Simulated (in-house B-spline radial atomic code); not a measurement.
Binding energies in Cs3+

NIST's tabulated ground configuration is [Kr] 4d10 5s2 5p4; each binding energy is the energy of the ion with one electron taken from that subshell, relaxed, less that of the parent. All numbers are computed (Dirac-Hartree-Fock, average of configuration; Fermi nucleus of rms radius 4.8041 fm) with an all-electron radial atomic-structure program (B-spline basis), not measured. Energies include first-order Breit, QED and recoil terms.

```csv
subshell,X-ray name,binding energy (eV),-ε (eV),relaxation (eV)
1s,K,36021.1,36219.5,67.3
2s,L1,5759.6,5809.1,35.4
3s,M1,1258.4,1275.7,14.8
3d3/2,M4,778,795.1,16.5
3d5/2,M5,764,780.6,16.3
4s,N1,278.2,283.3,4.7
4d3/2,N4,115.4,119.2,3.8
4d5/2,N5,113.1,116.7,3.7
5s,O1,60.52,61.15,0.56
5p,"O2,3",44.23,44.69,0.44
```

Relaxation = -ε minus the binding energy without Breit, QED and recoil terms.

(1) What does it cost to remove both a 4s and a 4d5/2 electron?

(2) What does it cost to remove both a 3s and a 4d5/2 electron?

(3) What does it cost to remove both a 4d5/2 and a 4d3/2 electron?

## Answers

(1) 413.92 eV, which is 22.64 eV more than the two single binding energies together.

(2) 1397.6 eV, which is 26.08 eV more than the two single binding energies together.

(3) 250.49 eV, which is 22.03 eV more than the two single binding energies together.
